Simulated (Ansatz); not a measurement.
`C#C[SiH2]C=O` + HCl → `O=C[SiH2]Cl` + acetylene at 600 K and 1 bar (ligand exchange at the Si–C bond).

Gas-phase electronic energies from Ansatz, PBE0-D4/def2-TZVP geometries. CCSD(T)/CBS is the MP2 limit (def2-TZVPP, def2-QZVPP) plus CCSD(T) − MP2 in def2-TZVPP, frozen cores. This one scheme is used for every species. Each species was taken in one conformer, which may not be the lowest.

```tsv
species	CCSD(T)/CBS energy (Eh)	H − E (kJ/mol)	S (J/(mol·K))
`C#C[SiH2]C=O`	-480.72477	199.7	431.3
HCl	-460.38127	35.4	207.2
`O=C[SiH2]Cl`	-863.90082	143.0	391.2
`C#C`	-77.22717	96.2	235.4
```

H − E and S are ideal-gas, rigid-rotor, harmonic terms from PBE0-D4/def2-TZVP, for one conformer and one mirror image of each species. 1 Eh = 2625.50 kJ/mol, R = 8.31446 J/(mol·K).

Problem. By hand: ΔE, ΔH, ΔS and ΔG.

Solution. ΔE = (-863.90082) + (-77.22717) − (-480.72477) − (-460.38127) = -0.02195 Eh = -57.6 kJ/mol. Δ(H − E) = 143.0 + 96.2 − 199.7 − 35.4 = 4.1, so ΔH = -53.5 kJ/mol. ΔS = 391.2 + 235.4 − 431.3 − 207.2 = -11.9 J/(mol·K). ΔG = -53.5 − 600 × (-11.9)/1000 = -46.4 kJ/mol.

Problem. By hand: the equilibrium constant, and the temperature at which ΔG would vanish if ΔH and ΔS stayed fixed.

Solution. log₁₀ K = −ΔG/(RT ln 10) = 4.0. ΔG = 0 at ΔH/ΔS = 4496 K, far beyond where these terms or the molecules hold.

The number of gas molecules stays the same, so ΔS is small and ΔH decides. A doubt of 5 kJ/mol in ΔE shifts log₁₀ K by 0.4 here. Other conformers and mirror images would add mixing entropy, several J/(mol·K) or more a flexible species. Modes under 60 cm⁻¹, often nearly free rotors, make the harmonic entropy too high. These are equilibria of isolated gas molecules and say nothing of rates. Largest T1 diagnostic: 0.015 (customary marks: 0.02 for closed shells, 0.045 for open ones).
